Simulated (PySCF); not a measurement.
AlH4, SMILES [AlH4-], charge -1.

The structure is a stationary point at PBE0-D3(BJ)/def2-TZVPD. The isomer is the one that the SMILES or the coordinates give; other isomers of the formula were not compared.

Computed with HF/def2-TZVPD run with PySCF.

Isolated molecule, no solvent.

| Property | Value |
|---|---|
| total energy | -244.24559 hartree |
| point group | Td |
| highest occupied level | -5.38 eV |
| lowest empty level | 4.98 eV |
| orbital gap | 10.36 eV |
| dipole moment about the centre of nuclear charge | 0.00 D |
| mean static polarisability | 49.6 bohr³ (7.35 Å³) |
| polarisability, principal values | 49.6, 49.6, 49.6 bohr³ |
